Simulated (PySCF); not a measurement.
# How methods differ on the fine-structure interval of Ge²⁷⁺

Ge²⁷⁺ [He] 2s2 2p1 [2p1/2^1, M_J = 1/2] → Ge²⁷⁺ [He] 2s2 2p1 [2p3/2^1, M_J = 3/2], as a difference of total energies. All numbers are calculated (PySCF 2.14, the two-component X2C-1e Hamiltonian, in an uncontracted even-tempered set (17 s from 9 bohr⁻², ratio 2.4; 11 p from 12 bohr⁻², ratio 2.4; 5 d from 39 bohr⁻², ratio 2.6; 4 f from 59 bohr⁻², ratio 2.6)). Correlated levels: nothing frozen; the 28 highest virtual spinors dropped. "Screened" scales the spin-orbit matrix elements by Boettger's factors to mimic the two-electron term; Breit and QED terms are absent.

```
                    method  fine-structure interval (cm⁻¹)
 GHF (screened spin-orbit)                          305970
GMP2 (screened spin-orbit)                          303440
     GHF (bare spin-orbit)                          326680
```
